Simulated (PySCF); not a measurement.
# C₅H₁₀O₃Si: full NMR table

```yaml
Formula: C5H10O3Si
SMILES: C=CCO[SiH2]OC(C)=O
Point_group_of_the_computed_structure: C1
Degrees_of_unsaturation: 2
Carbon_signals: 5
Proton_signals: 6
```

Atom-mapped SMILES (the numbers label the heavy atoms): `[CH2:1]=[CH:2][CH2:3][O:4][SiH2:5][O:6][C:7]([CH3:8])=[O:9]`. Hydrogens are named by the atom that carries them. Ha(C1) is cis to C3; Hb(C1) is trans to C3.

[PySCF 2.14: KT3/pcSseg-1 with gauge-including orbitals; structure optimised with PBE0-D3(BJ)/def2-SVP; no relativistic terms; one conformer; one averaged value for each set of equivalent atoms; no solvent]

Referencing at the same level of theory: 1H, 13C, 29Si against TMS; H2O for 17O.

| carbon | δC, type | δH (multiplicity) | HMBC from (2–3 bonds) | span of the C tensor (ppm) |
| --- | --- | --- | --- | --- |
| C1 | 111.3, CH2 | Ha(C1) 5.21 (m); Hb(C1) 5.10 (m) | H(C2), H(C3) | 185 |
| C2 | 135.1, CH | 6.06 (m) | Ha(C1), Hb(C1), H(C3) | 204 |
| C3 | 68.3, CH2 | 4.32 (d) | H(C2), Ha(C1), H(Si5), Hb(C1) | 55 |
| C7 | 164.4, C | – | H(Si5), H(C8) | 141 |
| C8 | 21.1, CH3 | 2.00 (s) | – | 50 |

Other nuclei:
```
 atoms  nucleus                          environment  δ (ppm)  σ (ppm)
H(Si5)       1H  hydrogen on a silicon bonded to 2 O     5.19    26.13
   Si5     29Si           silicon bonded to 2 O, 2 H    -23.7    389.2
    O9      17O                      carbonyl oxygen    443.7   -114.6
    O6      17O               oxygen bonded to C, Si    220.7    108.4
    O4      17O               oxygen bonded to C, Si     48.6    280.4
```

Carbon types of the structure: 1 × C, 1 × CH, 2 × CH2, 1 × CH3, leaving 2 H on heteroatoms. δC 164.4: carbonyl carbon. δC 135.1: alkene CH; as expected for a trigonal carbon in a double bond. δC 111.3: terminal =CH2 carbon; an sp2 carbon of a C=C bond. δC 68.3: allylic sp3 CH2 bonded to O; pulled downfield by the heteroatom. δH 6.06: hydrogen on an alkene CH; attached to an sp2 carbon and in the plane of the double bond.

Shifts are as computed, not scaled to solution data. Of 1309 compounds with measured shifts, 239 miss one by over three times the rms of a fit or turn the order of signals round; such compounds aren't used in these exercises. Unscaled 17O shifts of doubly bonded oxygen tend to come out too high, by tens of ppm or more. Experimental scales use liquid or dissolved standards, which lie at an offset from isolated H2O (liquid H2O: subtract about 36 ppm). No couplings were computed; multiplicities are counted from neighbouring protons, with m where these are inequivalent, close in shift, in a saturated or five-membered ring or joined by F or P, and br s for small geminal =CH2 splittings.
